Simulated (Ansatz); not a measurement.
The cluster Li5Al5⁺ (the lowest doublet isomer of a short search). Total charge 1; doublet. Geometry PBE0-D4/def2-SVP, basis def2-TZVP, Ansatz.

```xyz
10

Li    2.030   -0.253   -2.233
Li   -2.206   -1.841    0.954
Li    1.684   -2.261    1.106
Li    0.208    2.510    1.529
Li   -1.858    0.165   -2.383
Al   -0.106   -0.257    1.986
Al   -1.768    0.885    0.348
Al   -0.089   -1.066   -0.649
Al    1.884    0.491    0.490
Al    0.221    1.629   -1.149
```

| run | HOMO (eV) | LUMO (eV) |
| --- | --- | --- |
| A | -7.21 | -6.82 |
| B | -7.18 | -6.37 |
| C | -7.73 | -5.98 |
| D | -7.13 | -6.61 |

The structure comes from a short search, and lower isomers may exist.

HOMO and LUMO are taken over both spins.

Task: The runs used LDA (SPW92), PBE, PBE0, r2SCAN. Estimate which is which.

Result: A LDA (SPW92) (0 % exact exchange); B r2SCAN (0 % exact exchange); C PBE0 (25 % exact exchange); D PBE (0 % exact exchange). Exact exchange lowers occupied and raises empty levels; among semilocal functionals meta-GGAs tend to open the gap a little, and such runs are hard to tell apart. The gap grows from 0.39 eV (LDA (SPW92)) to 1.75 eV (PBE0).
